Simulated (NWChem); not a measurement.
System: CH₅O cation; SMILES C[OH2+]

Here is an NWChem input.

```
start job
memory heap 200 mb stack 900 mb global 1100 mb
charge 1
geometry units angstroms noautosym nocenter noautoz
  C     -0.001327     0.799028     0.000000
  O     -0.030951    -0.686792     0.000000
  H     -0.544533     1.099928    -0.902007
  H     -0.544533     1.099928     0.902007
  H      1.041813     1.136781     0.000000
  H      0.324924    -1.117925    -0.802168
  H      0.324924    -1.117925     0.802168
end
basis spherical
  * library 6-31g*
end
dft
  xc hfexch
  iterations 150
  mulliken
end
task dft energy
esp
  recalculate
  probe 0.07
  range 0.3
  factor 1.0
  spacing 0.02
end
task esp
```

Structure relaxed at the PBE0/def2-SVP level.

Atomic charges in e: unrestrained fits to the electrostatic potential beside Mulliken populations; buried atoms are poorly determined by the fit.

Atoms are numbered as in the input.

Task: Give the results of this calculation. (Hartree-Fock/6-31G* (spherical d).) Quantities: ESP C1; Mulliken C1; ESP O2; Mulliken O2; relative RMS misfit of the potential (%).

Result: 
```json
{
 "ESP C1": "0.12",
 "Mulliken C1": "-0.25",
 "ESP O2": "-0.51",
 "Mulliken O2": "-0.76",
 "relative RMS misfit of the potential (%)": "2"
}
```
